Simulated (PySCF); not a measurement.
# `C=CC[C@@H](F)S(=O)(=O)Cl`, C4H6ClFO2S

Molfile (atoms numbered from 1):
```
C4H6ClFO2S
     RDKit          3D

 15 14  0  0  0  0  0  0  0  0999 V2000
    2.2081   -0.7540    0.0867 C   0  0  0  0  0  0  0  0  0  0  0  0
    1.1576   -0.0116    0.3774 C   0  0  0  0  0  0  0  0  0  0  0  0
    0.5071    0.9287   -0.5980 C   0  0  0  0  0  0  0  0  0  0  0  0
   -0.7622    0.3202   -1.1522 C   0  0  1  0  0  0  0  0  0  0  0  0
   -0.5390   -0.7822   -1.9016 F   0  0  0  0  0  0  0  0  0  0  0  0
   -1.7653   -0.2743    0.2795 S   0  0  0  0  0  6  0  0  0  0  0  0
   -1.4026   -1.5878    0.6806 O   0  0  0  0  0  0  0  0  0  0  0  0
   -1.8389    0.7645    1.2542 O   0  0  0  0  0  0  0  0  0  0  0  0
   -3.6038   -0.3995   -0.5743 Cl  0  0  0  0  0  0  0  0  0  0  0  0
    2.6368   -1.4300    0.8046 H   0  0  0  0  0  0  0  0  0  0  0  0
    2.6804   -0.7196   -0.8819 H   0  0  0  0  0  0  0  0  0  0  0  0
    0.6871   -0.0610    1.3482 H   0  0  0  0  0  0  0  0  0  0  0  0
    0.2337    1.8595   -0.0984 H   0  0  0  0  0  0  0  0  0  0  0  0
    1.1856    1.1464   -1.4277 H   0  0  0  0  0  0  0  0  0  0  0  0
   -1.3888    1.0086   -1.7246 H   0  0  0  0  0  0  0  0  0  0  0  0
  1  2  2  0
  2  3  1  0
  3  4  1  0
  4  5  1  0
  4  6  1  0
  6  7  2  0
  6  8  2  0
  6  9  1  0
  1 10  1  0
  1 11  1  0
  2 12  1  0
  3 13  1  0
  3 14  1  0
  4 15  1  6
M  END
```

The calculation used PySCF, GIAO KT3/pcSseg-1 magnetisability, rotational g tensor and spin-rotation constants, non-relativistic, gas phase. Geometry: GFN2-xTB.

Problem. What are the magnetisability and the molar susceptibility?

Solution. Isotropic -1318 × 10⁻³⁰ J/T², or -79.4 × 10⁻⁶ cm³/mol; principal values -1496, -1277, -1181 × 10⁻³⁰ J/T², anisotropy 279 × 10⁻³⁰ J/T² (root of half the summed squared differences of the principal values). The susceptibility is in cgs units.

Problem. Split it along the inertial axes a, b, c into diamagnetic and paramagnetic parts about the centre of mass, with the quadrupole moment.

Solution. 
| axis | χ (10⁻⁶ cm³/mol) | diamagnetic (10⁻⁶ cm³/mol) | paramagnetic (10⁻⁶ cm³/mol) | summed x² of all electrons (Å²) | quadrupole Θ (D Å) |
| --- | --- | --- | --- | --- | --- |
| a | -86.3 | -622.8 | 536.5 | 286.3 | +4.81 |
| b | -74.4 | -1473.3 | 1398.8 | 85.8 | -3.81 |
| c | -77.4 | -1578.9 | 1501.4 | 61.0 | -1.00 |

Anisotropies 2χaa − χbb − χcc = -20.7 and 2χbb − χaa − χcc = +14.9 × 10⁻⁶ cm³/mol. Θ is traceless in Buckingham's convention.

Problem. And the rotational g tensor?

Solution. 
```tsv
axis	rotational constant (GHz)	g	nuclear part	electronic part
a	2.2575	-0.0341	0.5350	-0.5690
b	0.8469	-0.0155	0.5411	-0.5566
c	0.7741	-0.0136	0.5324	-0.5460
```
Asymmetric top; isotopes 12C, 35Cl, 19F, 1H, 16O, 32S; no vibrational averaging.
